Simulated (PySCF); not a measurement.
C$_{4}$H$_{5}$, doublet, at a GFN2-xTB geometry; CCSD/STO-3G (PySCF).

Here is a job for PySCF.
```python
from pyscf import gto, scf, cc

mol = gto.Mole()
mol.atom = '''
C 
C  1 2.276299
C  1 1.487065 2 40.060417
C  3 1.446341 1 62.662572 2 52.064177
H  1 1.086776 3 120.419793 4 107.117262
H  1 1.081093 5 114.148271 3 -148.010594
H  2 1.086776 3 120.419792 4 -107.117262
H  2 1.081093 7 114.148270 3 148.010593
H  4 1.065763 3 143.698873 1 120.504319
'''
mol.basis = 'sto-3g'
mol.spin = 1
mol.verbose = 4
mol.build()

mf = scf.UHF(mol)
mf.kernel()

mycc = cc.CCSD(mf)
mycc.kernel()
print('E(CCSD) = %.10f' % mycc.e_tot)
mf.analyze()
```

The log (banner, timings and long lists left out):

```
PySCF version 2.14.0

[INPUT] verbose = 4
[INPUT] num. atoms = 9
[INPUT] num. electrons = 29
[INPUT] charge = 0
[INPUT] spin (= nelec alpha-beta = 2S) = 1
[INPUT] symmetry False subgroup None
[INPUT] Mole.unit = angstrom
[INPUT] Symbol           X                Y                Z      unit          X                Y                Z       unit  Magmom
[...]
nuclear repulsion = 108.527197572163
number of shells = 17
number of NR pGTOs = 75
number of NR cGTOs = 25
basis = sto-3g
ecp = {}

******** <class 'pyscf.scf.uhf.UHF'> ********
method = UHF
initial guess = minao
damping factor = 0
level_shift factor = 0
DIIS = <class 'pyscf.scf.diis.CDIIS'>
diis_start_cycle = 1
diis_space = 8
diis_damp = 0
SCF conv_tol = 1e-09
SCF conv_tol_grad = None
SCF max_cycles = 50
direct_scf = True
direct_scf_tol = 1e-13
number electrons alpha = 15  beta = 14
Set gradient conv threshold to 3.16228e-05
init E= -153.63688161552

cycle= 1 E= -152.278018015617  delta_E= 1.36  |g|= 0.201  |ddm|= 2.73
cycle= 2 E= -152.323720105236  delta_E= -0.0457  |g|= 0.0981  |ddm|= 0.404
cycle= 3 E= -152.333383828443  delta_E= -0.00966  |g|= 0.0413  |ddm|= 0.166
cycle= 4 E= -152.337561976806  delta_E= -0.00418  |g|= 0.0184  |ddm|= 0.129
cycle= 5 E= -152.338649636421  delta_E= -0.00109  |g|= 0.00992  |ddm|= 0.0722
cycle= 6 E= -152.338963494625  delta_E= -0.000314  |g|= 0.00654  |ddm|= 0.0384
cycle= 7 E= -152.339164542574  delta_E= -0.000201  |g|= 0.00277  |ddm|= 0.0446
cycle= 8 E= -152.339198164358  delta_E= -3.36e-05  |g|= 0.00118  |ddm|= 0.0198
cycle= 9 E= -152.339202831939  delta_E= -4.67e-06  |g|= 0.000584  |ddm|= 0.00647
cycle= 10 E= -152.339204063484  delta_E= -1.23e-06  |g|= 0.000276  |ddm|= 0.00313
cycle= 11 E= -152.33920438188  delta_E= -3.18e-07  |g|= 0.000103  |ddm|= 0.00194
cycle= 12 E= -152.339204420719  delta_E= -3.88e-08  |g|= 3.31e-05  |ddm|= 0.000664
cycle= 13 E= -152.339204424523  delta_E= -3.8e-09  |g|= 1.38e-05  |ddm|= 0.000182
cycle= 14 E= -152.339204425189  delta_E= -6.66e-10  |g|= 6.02e-06  |ddm|= 6.46e-05
Extra cycle  E= -152.339204425267  delta_E= -7.84e-11  |g|= 4.24e-06  |ddm|= 1.39e-05
converged SCF energy = -152.339204425267  <S^2> = 0.75988092  2S+1 = 2.0098566

******** <class 'pyscf.cc.uccsd.UCCSD'> ********
CC2 = 0
CCSD nocc = (np.int64(15), np.int64(14)), nmo = (25, 25)
max_cycle = 50
direct = 0
conv_tol = 1e-07
conv_tol_normt = 1e-06
diis_space = 6
diis_start_cycle = 0
diis_start_energy_diff = 1e+09
Init t2, MP2 energy = -0.203725208967851
[...]
E(UCCSD) = -152.5987314575649  E_corr = -0.2595270322975413
E(CCSD) = -152.5987314576
Total Energy =                        -152.339204425267326
[...]
Two-electron Coulomb Energy =          181.985569315222421
DFT Exchange-Correlation Energy =      -22.585766186590348
**** MO energy ****
                             alpha | beta                alpha | beta
[...]
To work with the spin densities directly, `use mulliken_meta_spin()` only printing them here.

 ** Mulliken spin pop alpha/beta on meta-lowdin orthogonal AOs **
 ** Mulliken Spin Density (per AO)  **
spin_pop of  0 C 1s       -0.00000
spin_pop of  0 C 2s       -0.00232
spin_pop of  0 C 2px      -0.00728
spin_pop of  0 C 2py       0.01608
spin_pop of  0 C 2pz       0.01228
spin_pop of  1 C 1s       -0.00000
spin_pop of  1 C 2s       -0.00232
spin_pop of  1 C 2px      -0.00728
spin_pop of  1 C 2py       0.01608
spin_pop of  1 C 2pz       0.01228
spin_pop of  2 C 1s       -0.00001
spin_pop of  2 C 2s        0.23805
spin_pop of  2 C 2px       0.03446
spin_pop of  2 C 2py       0.08453
spin_pop of  2 C 2pz       0.63310
spin_pop of  3 C 1s       -0.00000
spin_pop of  3 C 2s       -0.00641
spin_pop of  3 C 2px      -0.00917
spin_pop of  3 C 2py      -0.00482
spin_pop of  3 C 2pz      -0.01999
spin_pop of  4 H 1s       -0.00178
spin_pop of  5 H 1s        0.00110
spin_pop of  6 H 1s       -0.00178
spin_pop of  7 H 1s        0.00110
spin_pop of  8 H 1s        0.01412
 ** Mulliken Spin Density (per atom)  **
spin density of  0 C =      0.01876
spin density of  1 C =      0.01876
spin density of  2 C =      0.99013
spin density of  3 C =     -0.04040
spin density of  4 H =     -0.00178
spin density of  5 H =      0.00110
spin density of  6 H =     -0.00178
spin density of  7 H =      0.00110
spin density of  8 H =      0.01412
 ** Mulliken pop alpha/beta on meta-lowdin orthogonal AOs **
 ** Mulliken pop       alpha | beta **
[...]
In total            15.00000 | 14.00000
 ** Mulliken atomic charges   ( Nelec_alpha | Nelec_beta ) **
charge of  0C =     -0.06239  (     3.04057      3.02182 )
charge of  1C =     -0.06239  (     3.04057      3.02182 )
charge of  2C =     -0.00006  (     3.49509      2.50496 )
charge of  3C =     -0.07048  (     3.01504      3.05544 )
charge of  4H =      0.02993  (     0.48414      0.48592 )
charge of  5H =      0.04035  (     0.48038      0.47928 )
charge of  6H =      0.02993  (     0.48414      0.48592 )
charge of  7H =      0.04035  (     0.48038      0.47928 )
charge of  8H =      0.05476  (     0.47968      0.46556 )
Dipole moment(X, Y, Z, Debye): -0.00000,  0.40431, -0.08236
```
